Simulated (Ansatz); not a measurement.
Consider the formal exchange of groups at the In–I bond: `[F][InH][I]` + `CF` → `F[CH2][InH][F]` + HI.

Isolated molecules relaxed with PBE0-D4/def2-TZVP in Ansatz; ΔE leaves out vibrations. CBS: MP2 limit from def2 TZ/QZ plus the TZ coupled-cluster correction, frozen cores. This one scheme is used for every species. DFT in def2-TZVPP. Elements past krypton have def2 core potentials. For I, In outer-core shells are correlated without core-valence functions, which leaves a few kJ/mol of doubt a bond. One conformer a species, not always the lowest.

`[F][InH][I]`:

```xyz
4

F    -1.078   -0.804    1.357
In   -0.170    0.169   -0.061
I     2.226   -0.826   -0.491
H    -0.978    1.462   -0.806
```

`CF`:

```xyz
5

C     0.028   -0.013    0.052
F    -0.613    0.290   -1.127
H    -0.191   -1.049    0.322
H    -0.328    0.658    0.836
H     1.105    0.114   -0.084
```

`F[CH2][InH][F]`:

```xyz
7

F    -0.364   -0.295    2.009
C    -0.187   -0.717    0.702
In    0.202    0.931   -0.642
F     0.396    0.126   -2.428
H    -1.087   -1.246    0.378
H     0.650   -1.419    0.669
H     0.390    2.620   -0.687
```

HI:

Z-matrix (Å, degrees):
```
I
H 1 1.610
```

CCSD(T)/CBS gives +43.8 kcal/mol.

Another level gave +42.2 kcal/mol. Which?
A. SCS-MP2/def2-TZVPP
B. BHLYP/def2-TZVPP
C. revPBE/def2-TZVPP
D. ωB97X-V/def2-TZVPP

D. ωB97X-V 42.2, revPBE 40.3, SCS-MP2/def2-TZVPP 43.1, BHLYP 44.9 kcal/mol.

Largest T1 diagnostic among the species: 0.015.

At CCSD(T), def2-SVP lies +1.1 kcal/mol from the extrapolated value and def2-TZVPP −2.4 kcal/mol. From r2SCAN to r2SCAN0 (25 % exact exchange), in def2-TZVPP and without D4, ΔE moves by +1.8 kcal/mol.
